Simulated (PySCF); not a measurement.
Species: C₅H₅O₂ (doublet state).
Bonds: C1–C2, C2–C3 (double), C3–O4, O4–C5, C5–O6 (double), C5–C7, C2–C7. Hydrogens: H8, H9, H10 on C1; H11 on C3; H12 on C7.

Identity: `CC1=COC(=O)[CH]1` [radical].

The calculation used PySCF 2.14.0, UKS B3LYP, pcH-1 on C H O, non-relativistic, mean-field spin-orbit, GIAO. Isolated species at its GFN2-xTB geometry, gas phase. Couplings are sensitive to structure, and on GFN2-xTB geometries they can be far from those on DFT ones. The SCF solution wasn't tested for stability.

(1) Match the computed a_iso(13C) values +44.2, +29.6, -27.8, -24.8, +1.0 MHz with the sites C1; C2; C3; C5; C7.

(2) The isotropic 1H couplings, averaged over equivalent nuclei, are -37.1, -27.4, -3.4 MHz. Assign them to H8/H9/H10; H11; H12.

Results:

(1) 
```tsv
site	a_iso (MHz)	ρ(0) (bohr⁻³)	position	distance from C3 (Å)	spin population	largest |T| (MHz)
C1	+1.0	+0.0009	2 bonds from C3	2.57	+0.01	1.0
C2	-27.8	-0.0248	1 bond from C7	1.39	-0.13	11.1
C3	+44.2	+0.0393	largest spin population	0.00	+0.49	85.0
C5	-24.8	-0.0220	1 bond from C7	2.21	-0.02	3.2
C7	+29.6	+0.0263	a main spin site	2.21	+0.41	62.7
```

(2) 
```
     site  a_iso (MHz)  ρ(0) (bohr⁻³)         position  distance from C3 (Å)  bound to  spin population there  largest |T| (MHz)
H8/H9/H10         -3.4        -0.0008  3 bonds from C3                  3.08        C1                  +0.01                2.9
      H11        -37.1        -0.0083   1 bond from C3                  1.07        C3                  +0.49               21.8
      H12        -27.4        -0.0061   1 bond from C7                  3.26        C7                  +0.41               16.9
```

ρ(0) is the spin density at the nucleus and T the dipolar tensor; entries for several nuclei are means. The Mulliken spin populations are largest on C3 (+0.49), C7 (+0.41), O6 (+0.27) and C2 (-0.13). Three atoms exceed +0.15. The positive populations add up to 1.19 and the negative ones to -0.19, together 2S = 1. Main spin sites, with 60 % or more of the largest population: C3, C7; positions count bonds from the nearest.

β density exceeds α density at some nuclei, such as C2 (-0.0248), C5 (-0.0220) and H11 (-0.0083), spin density in bohr⁻³. In a single determinant that takes different orbitals for the two spins, that is spin polarisation.

Class means assume fast exchange of nuclei equivalent by connectivity; if that motion is slow, each nucleus keeps its own coupling.

C7, the radical centre as drawn in `CC1=COC(=O)[CH]1`, holds a spin population of +0.41 out of 1.
